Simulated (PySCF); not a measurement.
MgHCl, SMILES [Cl][MgH]. Heavy atoms are numbered as in [MgH:1][Cl:3]. Hydrogens are named by the atom that carries them.

Geometry optimised at r2SCAN-D4/def2-TZVPD.

All values below come from PySCF with KT2/pcSseg-2.

GIAO shieldings, no solvent; atoms alike by connectivity are averaged. δ = σ(ref) − σ: ¹H against TMS (σ = 31.47 ppm); ³⁵Cl against HCl (σ = 945.0 ppm), references at their B3LYP-D3(BJ)/def2-TZVP geometries, non-relativistic (without spin–orbit terms, shifts of atoms bonded to Cl or Br come out too high).

**Question.** Estimate the chemical shifts. (An estimate is asked for; the answer gives what the named calculation found.)

**Answer.** 
```json
[
 {"nucleus": "¹H", "atoms": "H on Mg1", "count": "1", "δ (ppm)": "4.87"},
 {"nucleus": "³⁵Cl", "atoms": "Cl3", "count": "1", "δ (ppm)": "-56.3"}
]
```
